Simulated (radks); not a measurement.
Numerical settings for the neon ion Ne+, [He] 2s2 2p5. Calculated with a radial shooting solver on a logarithmic mesh with Libxc functionals: scalar-relativistic Kohn-Sham, PBEsol, spin-polarised, spherical densities, point nucleus; open shells are filled with parallel spins first. The defaults (mesh step 0.008 in ln r, mesh end at 40 bohr or more with all orbitals vanishing there, Anderson mixing 0.5 over 9 steps, residual threshold near 1e-9 with the energy settled to 1e-9 hartree or 1e-11 of itself, here a cap of 78 iterations) give E = -127.8674 hartree and 2p at -31.081 eV in 15 iterations. Run on one thread of a shared host, so times are rough (Intel(R) Xeon(R) Platinum 8559C): 0.08 s of CPU time, 0.08 s wall, 15 iterations on 2476 mesh points. Changes against that run (0 stands for a change within the tolerance of the run):

setting                    iterations  converged  E (mhartree)  e(2p) (meV)  CPU (s)
mesh step in ln r 0.03             15        yes             0            0     0.03
mesh step in ln r 0.12              4         no      diverged            -     0.01
mesh step in ln r 0.012            15        yes             0            0     0.05
mesh end (bohr) 12                 15        yes             0            0     0.07
mesh end (bohr) 3                  15        yes         +44.6    +1.32e+03     0.07
residual threshold 0.1              8        yes             0       -0.608     0.05
residual threshold 1e-05            9        yes             0     +0.00449     0.05
mixing 2.5                         14        yes             0            0     0.08
linear mixing, mixing 1            78         no             0       +0.516     0.38
linear mixing, mixing 0.5          31        yes             0            0     0.13
mixing history 3                   17        yes             0            0     0.08
iteration cap 5                     5         no        +0.135         +250     0.03

Settings that end as converged yet miss the energy by more than 1 mhartree: mesh end (bohr) 3 (+0.0446 hartree). A mesh that ends early acts as a hard wall.
